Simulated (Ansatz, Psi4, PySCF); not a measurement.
Cd (SMILES [Cd]), singlet (core potentials on Cd). Base run: PySCF with REVPBE/def2-SVP.

Here is a job for PySCF.
```python
from pyscf import gto, scf, dft

mol = gto.Mole()
mol.atom = '''
    Cd    0.000000    0.000000    0.000000
'''
mol.basis = 'def2-svp'
mol.ecp = {'Cd': 'def2-svp'}
mol.charge = 0
mol.spin = 0
mol.verbose = 3
mol.build()

mf = dft.RKS(mol)
mf.xc = 'revpbe'
mf.kernel()
```

The same geometry, method and basis name were run in Ansatz (a first-principles code) and Psi4 and PySCF, at each program's defaults and at the settings that a row names. The base is PySCF at its defaults. Differences at the defaults can come from grids, fitting, cores and function types together.

| code and settings | ΔE vs base (µEh) | basis functions | E (Eh) | SCF cycles |
|---|---|---|---|---|
| PySCF, defaults (exact integrals, its default grid, spherical functions) | 0.0 | 31 | -167.79660 | 8 |
| Psi4, defaults (density fitting with its default set, its default grid, spherical functions) | -104 | 31 | -167.79670 | 8 |
| Ansatz, defaults (factorised integrals, its default grid, spherical functions) | 0.0 | 31 | -167.79660 | - |
| PySCF, density fitting with def2-universal-jkfit | -102 | 31 | -167.79670 | 8 |
| PySCF, fine grid | 0.0 | 31 | -167.79660 | 8 |
| Psi4, exact integrals, spherical functions, fine grid | 0.0 | 31 | -167.79660 | 10 |
| Ansatz, high accuracy | 0.0 | 31 | -167.79660 | - |
